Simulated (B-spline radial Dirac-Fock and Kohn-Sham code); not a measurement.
Relativistic shifts of the levels of Tc²⁷⁺

System: Tc²⁷⁺, [Ne] 3s2 3p4.

Both columns are ΔSCF binding energies of the configuration average from an atomic code on a B-spline grid: non-relativistic Hartree-Fock with a point nucleus, and Dirac-Fock with a finite nucleus and the Coulomb interaction alone, averaged over the two j levels with weights 2j+1.

```
shell  Hartree-Fock (eV)  Dirac-Fock (eV)  shift (eV)  shift (%)
   1s            21894.4          22445.8     +551.41      +2.52
   2s             4208.8           4347.0     +138.21      +3.28
   3s             1555.6           1593.1      +37.54      +2.41
   3p             1475.1           1489.4      +14.32      +0.97
```

Relativity binds 1s, 2s, 3s, 3p more strongly, among those listed most of all 2s in relative terms.

Values without a named source are computed, but for edge energies of neutral atoms, which are taken from tables.
